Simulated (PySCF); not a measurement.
CH8O2Si2. Atoms are numbered in the order given.

```xyz
13

Si     1.6860     0.9321    -0.0107
Si    -0.3504    -0.2262     0.0239
C     -1.7482     0.8039    -0.6804
O     -0.2516    -1.6704    -0.8157
O     -0.5951    -0.6245     1.6195
H      2.0247     1.3179    -1.4196
H      2.7986     0.0871     0.5216
H      1.6081     2.1911     0.7957
H     -1.8832     1.7236    -0.0900
H     -2.7000     0.2477    -0.6647
H     -1.5438     1.1028    -1.7215
H     -0.5400    -1.6615    -1.7323
H     -1.2010    -1.3556     1.7787
```

Coordinates come from a PBE0-D3(BJ)/def2-SVP optimisation. The structure was generated by enumeration, and PubChem lists no compound with its InChIKey, so it may never have been made. The values are those of a single conformer.

Level of theory: PBE/def2-TZVP in PySCF.

Computed frontier levels, gap, dipole moment and polarisability:
```
Property                                                                                                        Value
---------------------------------------------------------------------------------------------  ----------------------
highest occupied level                                                                                       -6.32 eV
lowest empty level                                                                                           -0.59 eV
orbital gap                                                                                                   5.73 eV
dipole moment                                                                                                  2.63 D
quadrupole, principal values (traceless, Buckingham form, about the centre of nuclear charge)   -4.20, 1.95, 2.24 D·Å
mean static polarisability                                                                      77.1 bohr³ (11.42 Å³)
polarisability, principal values                                                               69.2, 73.0, 89.0 bohr³
```
